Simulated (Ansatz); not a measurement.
`FBO[SiH3]` + `CNC` → `CN(C)BF` + `O[SiH3]` at 400 K and 1 bar (ligand exchange at a B–O bond).

Isolated molecules relaxed with PBE0-D4/def2-TZVP in Ansatz; ΔE leaves out vibrations. CCSD(T)/CBS is the MP2 limit (def2-TZVPP, def2-QZVPP) plus CCSD(T) − MP2 in def2-TZVPP, frozen cores. Each species was taken in one conformer, which may not be the lowest.

```tsv
species	CCSD(T)/CBS energy (Eh)	H − E (kJ/mol)	S (J/(mol·K))
`FBO[SiH3]`	-491.38634	146.6	343.2
`CNC`	-135.00321	264.6	293.2
`CN(C)BF`	-259.69840	290.1	348.9
`O[SiH3]`	-366.69042	120.0	276.4
```

H − E and S are ideal-gas, rigid-rotor, harmonic terms from PBE0-D4/def2-TZVP, for one conformer and one mirror image of each species. 1 Eh = 2625.50 kJ/mol, R = 8.31446 J/(mol·K).

Question: By hand: ΔE, ΔH, ΔS and ΔG.

Answer: ΔE = (-259.69840) + (-366.69042) − (-491.38634) − (-135.00321) = 0.00073 Eh = 1.9 kJ/mol. Δ(H − E) = 290.1 + 120.0 − 146.6 − 264.6 = -1.1, so ΔH = 0.8 kJ/mol. ΔS = 348.9 + 276.4 − 343.2 − 293.2 = -11.1 J/(mol·K). ΔG = 0.8 − 400 × (-11.1)/1000 = 5.2 kJ/mol.

Question: By hand: the equilibrium constant, and the temperature at which ΔG would vanish if ΔH and ΔS stayed fixed.

Answer: log₁₀ K = −ΔG/(RT ln 10) = -0.7. ΔH and −TΔS have one sign here, so there is no such temperature.

TΔS isn't small against ΔH here. The sign of ΔG lies within the doubt. A doubt of 5 kJ/mol in ΔE shifts log₁₀ K by 0.7 here. Other conformers and mirror images would add mixing entropy, several J/(mol·K) or more a flexible species. These are equilibria of isolated gas molecules and say nothing of rates. Largest T1 diagnostic: 0.013 (customary marks: 0.02 for closed shells, 0.045 for open ones).

ΔS is within the doubt of such terms, so its sign, and with it that verdict, could turn.
